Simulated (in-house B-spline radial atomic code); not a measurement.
# Ionising the ruthenium ion Ru⁶⁺ with different functionals

Computed with a B-spline radial code for spherical atoms: four-component Dirac-Coulomb Hamiltonian, Fermi nucleus of rms radius 4.4809 fm, spin-restricted, spherical fractional occupations for the functionals, and exact exchange of hybrids averaged over the configuration. The ionisation energy is the difference of two self-consistent energies, [Kr] 4d2 → [Kr] 4d1, without Breit or QED terms; ε is the level of the shell that loses the electron (mean over j). The electron is taken from both j subshells in proportion to 2j + 1, so the result is a j average, not the step between ground levels.

| method | rung | ΔSCF (eV) | -ε(4d) (eV) |
| --- | --- | --- | --- |
| PBE0 | global hybrid | 92.89 | 86.54 |
| LC-wPBE | range-separated hybrid | 92.91 | 89.40 |
| HSE06 | range-separated hybrid | 92.84 | 86.08 |
| CAM-B3LYP | range-separated hybrid | 92.89 | 88.03 |

Among the functionals, which spreads more, the ΔSCF values or the orbital energies?

The orbital energies: ΔSCF values span about 0.07 eV and the orbital energies 3.32 eV; here energy differences depend much less on the functional than eigenvalues do.

How do they compare with the NIST value?

NIST lists 93 eV ± 2 (tabulated theory, ground level to ground level). Errors run from -0.16 to -0.09 eV; all lie within about twice that uncertainty, so the table can't rank the methods.
